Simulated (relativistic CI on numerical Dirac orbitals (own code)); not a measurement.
## Hyperfine structure of Au⁺, mass number 197

Method of calculation: Dirac-Coulomb-Breit CI, orbitals from a KLI potential per configuration, model QED, valence Slater integrals scaled by 0.85, P86 correlation energy added to each configuration (own radial code, finite nucleus).

CI space (outside the closed core [Xe] 4f14): 5d10, 5d9.6s, 5d9.6p, 5d9.7s, 5d9.6d, 5d9.7p, 5d9.5f, 5d9.7d, 5d9.6f, 5d9.5g, 5d9.7f, 5d9.6g. Double excitations out of closed p, d and f shells are left out; levels of such configurations are missing from the list, as are those of other unlisted configurations, and high levels can miss mixing partners.

Nuclear spin I = 3/2, μ = 0.1452 μN, Q = 0.547 b (tables of Stone and Pyykkö). The electronic factors are computed for point nuclear moments, without core polarisation; leaving it out makes A of s and p electrons in near-neutral atoms 20 to 40 % too small, and it can dominate for d and f shells.

```tsv
Level	E (cm⁻¹)	A (MHz)	B (MHz)
5d9.6s 3D_3	16884.6	669.5	-959
5d9.6s 3D_2	20285.2	-362.7	-636
5d9.6s 3D_1	28867.4	-634.1	-431
5d9.6s 1D_2	32709.4	924.2	-993
5d9.6p 3P°_2	64493.1	-9.853	-428
5d9.6p 3F°_3	66603.0	174.8	-724
5d9.6p 3F°_4	72051.9	72.08	-330
5d9.6p 3P°_1	73553.1	91.94	-63.1
```

Levels with J = 0, under 50 % of one LS term, or S terms without an open s electron are left out. Small factors come from cancelling terms and can be off by tens of per cent or more.

For a near-neutral ion this model can misplace configurations by up to about 10,000 cm⁻¹ (more where the count of f electrons changes) and terms by 10 to 25 % of their spread. Rates follow the energies as ν³ (E1, M1) or ν⁵ (E2), so they and the lifetimes can be off by large factors. The fine structure of a lone outer electron comes out too small, for d and f at times inverted, and misplaced configurations move strength between like terms. 20 of the 31 excited levels that our extract of the measured tables holds in this range could be paired (the sources list more); they are missed by 1842 cm⁻¹ on average and 4634 at most, and levels without a partner can miss by more.

Give the hyperfine levels of 5d9.6s 3D_3 relative to its centre of gravity.

With K = F(F + 1) − I(I + 1) − J(J + 1), E = AK/2 + B[¾K(K + 1) − I(I + 1)J(J + 1)]/[2I(2I − 1)J(2J − 1)]: F = 3/2: -4593, F = 5/2: -2199, F = 7/2: 479.7, F = 9/2: 2773 MHz.

LS names give the leading component of a level, which can be under half, so a name can repeat, a term be missing and a line seem to break the LS rules.
